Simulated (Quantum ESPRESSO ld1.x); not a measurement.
Coherent X-ray form factor from a spherical all-electron density. Calculated with ld1.x of Quantum ESPRESSO 7.5: scalar-relativistic Kohn-Sham, BLYP, spin-unpolarised, spherical densities, point nucleus.

| sin(theta)/lambda (1/angstrom) | f0 (electrons) |
|---|---|
| 0.05 | 40.520 |
| 0.1 | 39.168 |
| 0.15 | 37.170 |
| 0.2 | 34.811 |
| 0.25 | 32.350 |
| 0.3 | 29.978 |
| 0.4 | 25.884 |
| 0.5 | 22.768 |
| 0.6 | 20.415 |
| 0.8 | 16.888 |
| 1 | 13.945 |
| 1.25 | 10.817 |
| 1.5 | 8.516 |
| 2 | 6.097 |

The species is in the configuration that NIST lists as its ground one. Which atom or ion scatters so?

Answer. The ruthenium ion Ru3+, [Kr] 4d5. Extrapolating in s^2 from the first two rows gives f0(0) = 41.0, near the electron count 41; among species with that count, the fall with angle is slower the higher Z, and the table is that of Z = 44; from so few rows the species is fixed only to a neighbour or two.
